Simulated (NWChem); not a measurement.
Isomers of C5H3NS, each optimised at PBE0/def2-SVP with NWChem, gas phase unless a solvent is named.  Shieldings are non-relativistic GIAO values without spin-orbit effects.

A: C(#N)c1cscc1
B: C#Cc1sccn1
C: c1ncc(s1)C#C
D: C#Cc1cscn1

Rank them by 15N shift against ammonia, PBE0/pcSseg-1 (ppm), lowest first.

A (320.5), C (364.6), D (369.8), B (375.7)
